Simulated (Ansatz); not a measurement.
Stepwise reaction of `[NH]=[Mo](=[NH])([OH])[OH]` with hydrogen fluoride, as a gas-phase model of exchange steps in deposition or etching. ΔE in kJ/mol; ΔG adds harmonic PBE0-D4 terms to CCSD(T)/CBS, at 1 bar.

Isolated molecules relaxed with PBE0-D4/def2-TZVP in Ansatz; ΔE leaves out vibrations. CBS: MP2 limit from def2 TZ/QZ plus the TZ coupled-cluster correction, frozen cores. This one scheme is used for every species. Functionals use def2-TZVPP. B3LYP here is the variant with VWN-RPA as its local correlation; programs differ in this. Elements past krypton have def2 core potentials. For Mo outer-core shells are correlated without core-valence functions, which leaves a few kJ/mol of doubt a bond. Each species was taken in one conformer, which may not be the lowest.

```csv
step,reaction,PBE-D4,B3LYP-D4,ωB97M-V,CCSD(T)/CBS,ΔG(400 K)
1,`[NH]=[Mo](=[NH])([OH])[OH]` + H–F → `[NH]=[Mo](=[NH])([OH])[F]` + H₂O,-34.7,-34.5,-35.5,-29.6,-32.6
```

**Question.** Give the row of step 2, `[NH]=[Mo](=[NH])([OH])[F]` + H–F → `[NH]=[Mo](=[NH])([F])[F]` + H₂O. (Best estimate.)

**Answer.** The calculation gave: 
```csv
step,reaction,PBE-D4,B3LYP-D4,ωB97M-V,CCSD(T)/CBS,ΔG(400 K)
2,`[NH]=[Mo](=[NH])([OH])[F]` + H–F → `[NH]=[Mo](=[NH])([F])[F]` + H₂O,-30.4,-30.1,-31.1,-25.3,-24.1
```

**Question.** By hand: ΔE of the 2 steps together at CCSD(T)/CBS.

**Answer.** (-29.6) + (-25.3) = -54.9 kJ/mol, or -27.5 kJ/mol a step.

In ΔE the steps differ by no more than 4.3 kJ/mol. All are downhill at CCSD(T)/CBS. ΔG lies between -32.6 and -24.1 kJ/mol a step. PBE-D4 differs from CCSD(T)/CBS by -5.1 to -5.1 kJ/mol a step. Isolated molecules leave out the surface, adducts and barriers. Largest T1 diagnostic: 0.022.
